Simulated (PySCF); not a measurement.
Fractional electron number in Zr⁻ (zirconium, charge -1)

The 4d alpha orbital of [Kr] 4d3 5s2 is emptied in steps (occupation f), with all orbitals relaxed, ending at [Kr] 4d2 5s2. Computed with PySCF 2.14 in def2-TZVPPD with the def2 core potential (28 electrons), with a scalar-relativistic core potential. The exact energy is a straight line in f; departures are measured from the line between the end points of the same method.

| f | UHF (eV) | LDA (eV) | PBE (eV) |
| --- | --- | --- | --- |
| 1 | 0.000 | 0.000 | 0.000 |
| 0.75 | 0.316 | -0.576 | -0.542 |
| 0.5 | 0.401 | -0.781 | -0.730 |
| 0.25 | 0.286 | -0.596 | -0.552 |
| 0 | 0.000 | 0.000 | 0.000 |

```tsv
method	E(f=0) − E(f=1) (eV)	−ε at f=1 (eV)	−ε at f=0.5 (eV)
UHF	-0.363	1.402	-0.443
LDA	0.786	-2.232	0.730
PBE	0.641	-2.217	0.614
```

Orbital energy along the path (eV):

```json
{"f": "1", "UHF": "-1.402", "LDA": "2.232", "PBE": "2.217"}
{"f": "0.75", "UHF": "-0.417", "LDA": "0.790", "PBE": "0.829"}
{"f": "0.5", "UHF": "0.443", "LDA": "-0.730", "PBE": "-0.614"}
{"f": "0.25", "UHF": "1.183", "LDA": "-2.336", "PBE": "-2.099"}
{"f": "0", "UHF": "1.813", "LDA": "-4.014", "PBE": "-3.599"}
```

At f = 1 the orbital energy is positive for LDA, PBE: only the finite basis holds the electron.

Reference removal energy between the ground levels: 0.433 eV (measured; photodetachment measurements, as compiled on the Wikipedia data page of electron affinities). The calculation has no spin-orbit coupling. The determinant left behind need not be the lowest term of the ion. UHF lacks correlation.
